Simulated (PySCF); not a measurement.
Ta⁶²⁺: ionisation energy

Ta⁶²⁺ [Ne] 3s1 (2S) → Ta⁶³⁺ [Ne] (1S), as a difference of total energies. Calculation: PySCF 2.14, in an even-tempered Gaussian basis (17 s from 17 bohr⁻², ratio 2.5; 12 p from 23 bohr⁻², ratio 2.5; 4 d from 82 bohr⁻², ratio 2.7; 4 f from 120 bohr⁻², ratio 2.7); the spin-free X2C one-electron Hamiltonian (Gaussian nucleus). Correlated levels: outer shells: 1s2 frozen; virtual orbitals above 40 to 60 times the deepest correlated orbital energy dropped. The calculations carry no spin-orbit coupling.

| method | ionisation energy (eV) |
| --- | --- |
| UHF | 6904.0 |
| MP2 (outer shells) | 6904.8 |
| SCS-MP2 (outer shells) | 6904.7 |
| CCSD (outer shells) | 6904.8 |
| CCSD(T) (outer shells) | 6904.8 |

Breit and QED terms and the two-electron picture change are absent.

For comparison: 6900 ± 15 eV (theoretical estimate listed by NIST; NIST Atomic Spectra Database, ionization energies).
